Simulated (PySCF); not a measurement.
**Electron correlation in Te (tellurium, neutral)**

Starting occupation: [Kr] 4d10 5s2 5p3 5d1, 5p3/2 with m_j = -1/2, +1/2, +3/2, 5d5/2 with m_j = +5/2. All numbers are calculated (PySCF 2.14, X2C-1e with screened-nucleus spin-orbit coupling, Gaussian nucleus, in x2c-TZVPall-2c with one added diffuse shell each of s, p, d, f type (9s10p6d3f, 90 functions)). Frozen: [Ar] 3d10; 24 electrons correlated; the 6 highest virtual spinors left out.

MP2 pair energies summed by pair of shells (mhartree):

```csv
pair,energy,share (%)
4d-4d,-242.39,42.9
4d-4p,-70.63,12.5
4d-5s,-55.75,9.9
4d-5p,-53.64,9.5
5p-5s,-37.32,6.6
4p-4p,-27.78,4.9
4d-4s,-17.42,3.1
5p-5p,-12.15,2.2
4p-4s,-10.38,1.8
4p-5s,-7.89,1.4
5s-5s,-7.67,1.4
5d-5p,-6.47,1.1
4p-5p,-5.15,0.9
5d-5s,-3.94,0.7
4d-5d,-2.31,0.4
4s-4s,-2.12,0.4
4s-5s,-0.69,0.1
4s-5p,-0.68,0.1
4p-5d,-0.17,0.0
4s-5d,-0.03,0.0
```

Total MP2 correlation energy: -564.59 mhartree.

The GHF reference relaxed away from the jj start to a determinant that is no pure jj level (⟨S²⟩ = 5.89, ⟨J²⟩ = 20.01); the energies belong to that determinant.

This basis was not built for core-valence correlation, so the inner-shell part is incomplete.
